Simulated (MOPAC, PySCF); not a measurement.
[Zn(CH3)(Cl)], neutral singlet in the gas phase. 

Cartesian coordinates (Å):
```xyz
6

Zn     0.0099    -0.0048    -0.0020
C     -1.6989     0.8198     0.3476
H     -1.9954     1.4761    -0.4951
H     -1.6543     1.4349     1.2688
H     -2.4842     0.0490     0.4815
Cl     1.8917    -0.9129    -0.3871
```
Charge 0, multiplicity 1.

All levels are single points at this geometry (PBE-D3(BJ)/def2-SVP); Pople sets use spherical d functions. Orbital energies aren't observables, and empty levels follow the basis.

HF/STO-3G in PySCF gives gap (eV) = 10.05.

Task: Estimate the gap (eV) from each of these levels: PBE-D3(BJ)/def2-TZVP in PySCF; TPSSh-D3(BJ)/def2-TZVP in PySCF; B3LYP/3-21G in PySCF; B3LYP/6-31G* (LANL2DZ on Zn) in PySCF; BP86/6-31G* (LANL2DZ on Zn) in PySCF; M06-2X/6-31G* (LANL2DZ on Zn) in PySCF; PM6 in MOPAC; PM7 in MOPAC.

Result: 
| level | gap (eV) |
|---|---|
| PBE-D3(BJ)/def2-TZVP in PySCF | 5.89 |
| TPSSh-D3(BJ)/def2-TZVP in PySCF | 7.03 |
| B3LYP/3-21G in PySCF | 7.49 |
| B3LYP/6-31G* (LANL2DZ on Zn) in PySCF | 7.18 |
| BP86/6-31G* (LANL2DZ on Zn) in PySCF | 5.70 |
| M06-2X/6-31G* (LANL2DZ on Zn) in PySCF | 9.46 |
| PM6 in MOPAC | 10.76 |
| PM7 in MOPAC | 12.66 |
